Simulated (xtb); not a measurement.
C$_{3}$H$_{12}$Si$_{3}$, triplet, at the geometry of the source list (a higher spin typed on purpose: for a closed-shell molecule this is an excited state). Base run: GFN2-xTB run with xtb 6.7.1.

xtb was given this input:
```
$ xtb mol.xyz --gfn 2 --uhf 2 --json

# file mol.xyz
18

C     -0.72460000     1.31960000    -1.00190000
Si     1.06930000     1.46630000    -0.39030000
C      1.77620000    -0.28610000    -0.18240000
Si     0.74920000    -1.39110000     0.97430000
C     -1.03470000    -1.44820000     0.31980000
Si    -1.83250000     0.26650000     0.12820000
H     -0.72540000     0.88890000    -2.00320000
H     -1.15400000     2.31480000    -1.10240000
H      1.87740000     2.23090000    -1.35800000
H      1.10240000     2.17480000     0.89700000
H      1.84440000    -0.76110000    -1.16110000
H      2.79630000    -0.22150000     0.19210000
H      1.31940000    -2.75010000     1.02070000
H      0.76470000    -0.83970000     2.33660000
H     -1.64380000    -2.05720000     0.98550000
H     -1.04410000    -1.95530000    -0.64500000
H     -1.95900000     0.90910000     1.44410000
H     -3.18120000     0.13960000    -0.45400000
```

The base run was repeated with changes; each row names its change, and settings that it needs were set with it.

| change | ΔE vs base (kJ/mol) | dipole (D) | G_solv (kcal/mol) | SCF cycles |
|---|---|---|---|---|
| base | 0.00 | 1.46 | - | 26 |
| acc = 30 | 0.01 | 1.46 | - | 15 |
| acc = 0.0001 | 0.00 | 1.46 | - | 34 |
| file = coord | 0.00 | 1.46 | - | 26 |
| alpb = chcl3 | -15.33 | 1.51 | -3.67 | 20 |
| alpb = dmso | -19.23 | 1.69 | -4.84 | 20 |
| etemp = 10000 | -405.2 | 1.09 | - | 13 |

ALPB and GBSA are two models with their own fitted parameters for each solvent, which aren't always the measured dielectric constant.
